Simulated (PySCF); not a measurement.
Electron correlation in Sr (strontium, neutral)

Starting occupation: [Kr] 5s2. All numbers are calculated (PySCF 2.14, X2C-1e with screened-nucleus spin-orbit coupling, Gaussian nucleus, in x2c-SVPall-2c with one added diffuse shell each of s, d type (7s7p7d1f, 70 functions)). Frozen: [Ar] 3d10; 10 electrons correlated; the 6 highest virtual spinors left out.

MP2 pair energies summed by pair of shells (mhartree):

```json
{"pair": "4p3/2-4p3/2", "energy": "-50.70", "share (%)": "30.1"}
{"pair": "4p1/2-4p3/2", "energy": "-47.87", "share (%)": "28.4"}
{"pair": "5s1/2-5s1/2", "energy": "-15.83", "share (%)": "9.4"}
{"pair": "4p1/2-4p1/2", "energy": "-13.13", "share (%)": "7.8"}
{"pair": "4p3/2-5s1/2", "energy": "-11.99", "share (%)": "7.1"}
{"pair": "4p3/2-4s1/2", "energy": "-11.38", "share (%)": "6.8"}
{"pair": "4p1/2-5s1/2", "energy": "-5.77", "share (%)": "3.4"}
{"pair": "4p1/2-4s1/2", "energy": "-5.64", "share (%)": "3.3"}
{"pair": "4s1/2-4s1/2", "energy": "-4.97", "share (%)": "3.0"}
{"pair": "4s1/2-5s1/2", "energy": "-1.18", "share (%)": "0.7"}
```

Total MP2 correlation energy: -168.47 mhartree.

This basis was not built for core-valence correlation, so the inner-shell part is incomplete.
